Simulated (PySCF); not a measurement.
**[OsO3Cl]+: from a saddle point downhill**

PySCF 2.14.0, RKS B3LYP, Os def2-SVP with ECP60, O def2-SVP, Cl def2-SVP; non-relativistic Hamiltonian with scalar-relativistic core potentials where named; density fitting; no spin-orbit coupling. Relaxed within the symmetry of its start, the geometry (C2v) is

```xyz
5

Os    0.0000    0.3853    0.0000
O     1.4924   -0.4399    0.0000
O     0.0000    2.0677    0.0000
O    -1.4924   -0.4399    0.0000
Cl    0.0000   -2.6584    0.0000
```

and its lowest harmonic modes are -802, -198, 110, 146, 254, 316 cm⁻¹ (negative: unstable). It was moved along the lowest mode and relaxed again, within the group Cs that the move left.

Question: Where does it end, and how much lower?

Answer: In Cs, 2.588 eV lower, after 17 steps:
```xyz
5

Os    0.2961    0.3796    0.0000
O     1.9661    0.3500    0.0000
O    -0.3617    1.9124    0.0000
O    -0.8027   -1.0605    0.0000
Cl   -1.1918   -2.6669    0.0000
```

Question: How do the contacts change?

Answer: 
```
     contact  saddle (Å)  end (Å)
  Os1–O2 (O)       1.705    1.670
  Os1–O3 (O)       1.682    1.668
  Os1–O4 (O)       1.705    1.811
Os1–Cl5 (Cl)       3.044    3.390
```


Question: Is the end a minimum?

Answer: Yes, as far as the noise of the softest modes lets one tell (those above −25 cm⁻¹ count as noise); lowest modes 48, 63, 190, 315, 316, 431 cm⁻¹.

Some metal–ligand contacts ended over 25 % longer than in the template from which the work began, so those ligands are loosely bound or lost.

State: singlet.
